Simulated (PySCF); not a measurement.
C₂H₇NOSi₂, SMILES C[SiH2][SiH2]OC#N.

Geometry: PBE0-D3(BJ)/def2-SVP. This is a generated structure with no PubChem entry under its InChIKey; it may be hypothetical. One conformer was computed; it need not be the lowest.

Calculation: TDA-PBE/def2-SVPD in PySCF.

Vertical excitations. The molecule is in vacuum.

Computed lowest excited states:
```json
[
 {"state": "S1", "energy (eV)": "4.97", "λ (nm)": "249", "f": "0.004", "main pairs": "HOMO→LUMO 96 %"},
 {"state": "S2", "energy (eV)": "5.38", "λ (nm)": "231", "f": "0.011", "main pairs": "HOMO−1→LUMO 95 %"},
 {"state": "S3", "energy (eV)": "5.97", "λ (nm)": "208", "f": "0.010", "main pairs": "HOMO−2→LUMO 94 %"},
 {"state": "S4", "energy (eV)": "6.19", "λ (nm)": "200", "f": "0.003", "main pairs": "HOMO→LUMO+1 87 %"},
 {"state": "S5", "energy (eV)": "6.22", "λ (nm)": "199", "f": "0.010", "main pairs": "HOMO−3→LUMO 92 %"},
 {"state": "S6", "energy (eV)": "6.42", "λ (nm)": "193", "f": "0.005", "main pairs": "HOMO→LUMO+2 89 %"},
 {"state": "S7", "energy (eV)": "6.51", "λ (nm)": "191", "f": "0.001", "main pairs": "HOMO−4→LUMO 86 %"},
 {"state": "S8", "energy (eV)": "6.55", "λ (nm)": "189", "f": "0.009", "main pairs": "HOMO−1→LUMO+1 53 %, HOMO→LUMO+3 30 %, HOMO−4→LUMO 9 %"},
 {"state": "S9", "energy (eV)": "6.59", "λ (nm)": "188", "f": "0.016", "main pairs": "HOMO→LUMO+3 50 %, HOMO−1→LUMO+1 23 %, HOMO−5→LUMO 10 %"},
 {"state": "S10", "energy (eV)": "6.71", "λ (nm)": "185", "f": "0.070", "main pairs": "HOMO−5→LUMO 80 %"},
 {"state": "T1", "energy (eV)": "4.69", "λ (nm)": "264", "f": "0", "main pairs": "HOMO→LUMO 96 %"},
 {"state": "T2", "energy (eV)": "5.14", "λ (nm)": "241", "f": "0", "main pairs": "HOMO−1→LUMO 95 %"},
 {"state": "T3", "energy (eV)": "5.51", "λ (nm)": "225", "f": "0", "main pairs": "HOMO−2→LUMO 94 %"},
 {"state": "T4", "energy (eV)": "5.85", "λ (nm)": "212", "f": "0", "main pairs": "HOMO→LUMO+1 87 %"}
]
```
Triplets are in the Tamm–Dancoff approximation.
